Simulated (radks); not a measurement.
Results of a calculation; reference values are marked as such.
Valence configurations of Au II (all share [Xe]). Level of theory: scalar-relativistic Kohn-Sham, PBE, spin-polarised, spherical densities, finite nucleus; open shells are filled with parallel spins first (spin-orbit coupling, left out, can overturn this in heavy ions); Fermi nuclear charge, rms radius 5.4371 fm (a radial shooting solver on a logarithmic mesh with Libxc functionals). Energies are relative to 4f14 5d10; eigenvalues in eV for spin up.

4f14 5d10: E (eV) 0.000; moment (Bohr magnetons) 0; e(4f) -89.590; e(5d) -15.329
4f14 5d9 6p1: E (eV) 9.376; moment (Bohr magnetons) 2; e(4f) -94.762; e(5d) -19.693; e(6p) -8.663
4f14 5d9 6s1: E (eV) 2.188; moment (Bohr magnetons) 2; e(4f) -92.990; e(5d) -18.104; e(6s) -14.853
4f13 5d10 6p1: E (eV) 89.938; moment (Bohr magnetons) 2; e(4f) -106.99; e(5d) -20.746; e(6p) -8.653
4f13 5d10 6s0.5 6p0.5: E (eV) 86.296; moment (Bohr magnetons) 2; e(4f) -106.09; e(5d) -19.938; e(6p) -8.202; e(6s) -15.436
4f13 5d9 6s2: E (eV) 87.849; moment (Bohr magnetons) 2; e(4f) -109.04; e(5d) -21.926; e(6s) -15.842
4f13 5d10 6s1: E (eV) 82.707; moment (Bohr magnetons) 2; e(4f) -105.17; e(5d) -19.099; e(6s) -14.859
4f14 5d9.5 6s0.5: E (eV) 1.076; moment (Bohr magnetons) 1; e(4f) -91.267; e(5d) -16.711; e(6s) -14.045
4f13.5 5d9.5 6s1: E (eV) 41.259; moment (Bohr magnetons) 2; e(4f) -99.033; e(5d) -18.603; e(6s) -14.858
4f14 5d9 6s0.5 6p0.5: E (eV) 5.756; moment (Bohr magnetons) 2; e(4f) -93.888; e(5d) -18.913; e(6p) -8.223; e(6s) -15.415

NIST lists [Xe] 4f14 5d10 as the ground configuration; this level of theory agrees among the configurations tried. The energies are those of spherical high-spin densities, not of single terms.
